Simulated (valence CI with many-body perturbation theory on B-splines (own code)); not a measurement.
**Zr²⁶⁺ in brief**

Calculated by relativistic CI+MBPT: four valence electrons over a frozen Dirac-Fock core [Ne], a basis of 11 s, 11 p, 10 d, 8 f, 5 g, 2 h functions for each j, with the one-electron correlation potential Σ1 (screened to all orders), the two-electron term Σ2, the three-electron term Σ3, Breit, model QED; selected single and double excitations, second order for the rest, scaled by the run's own slope (own B-spline code, finite nucleus).

The last digits are not significant, and no measured levels were compared; by estimate large intervals hold to a few tenths of a per cent, small ones and those within an open d or f shell to about a per cent. Among the levels kept, up to 700 cm⁻¹ of a level comes from second order outside the variational space, and about a tenth of that is noise between levels of different J, which matters for small intervals.

Levels are named by their leading jj configuration (3d3/2^4 stands for four electrons in 3d with j = 3/2), which in mixed levels can hold well under half, so a name can repeat and another be missing.

Rates and lifetimes use the calculated energies. Strong lines usually hold to 10 to 20 %, long lifetimes can be off by a factor of two.

Problem. What is the ground level?

Solution. (3s^2 3p1/2^2) J=0, composition 80 % 3s²3p² ³P + 18 % 3s²3p² ¹S.

Problem. What is the ionisation energy?

Solution. 1343.2 eV; NIST lists 1344 ± 3 eV (semi-empirical).

Problem. Name the longest-lived excited levels whose lifetime is computed, and their main decay.

Solution. (3s^2 3p1/2 3p3/2) J=2 at 19.37 eV lives 3.67 ms, mostly by M1 to (3s^2 3p1/2 3p3/2) J=1; (3s^2 3p3/2 3d5/2) J=4 at 138.64 eV lives 36.9 μs, mostly by M1 to (3s^2 3p1/2 3d5/2) J=3; (3s^2 3p1/2 3p3/2) J=1 at 15.36 eV lives 35.9 μs, mostly by M1 to (3s^2 3p1/2^2) J=0.

Problem. Among levels below 333.99 eV, which E1 lines absorb most strongly from the ground level?

Solution. to (3s^2 3p1/2 3d3/2) J=1 at 9.334 nm, f = 0.556; to (3s 3p1/2 3p3/2^2) J=1 at 10.06 nm, f = 0.154; to (3s 3p1/2^2 3p3/2) J=1 at 13.69 nm, f = 0.114.

Problem. How well does LS coupling describe the low levels?

Solution. Among the lowest 20 levels the leading LS term, summed over configurations, holds 70 % on average. For single configurations the figures are 64 % in LS and 74 % in jj coupling. Terms mix most in the J = 2 level at 124.43 eV, where the leading one holds 39 %.

Problem. Where does the other parity begin?

Solution. At (3s 3p1/2^2 3p3/2) J=2, 76.14 eV.
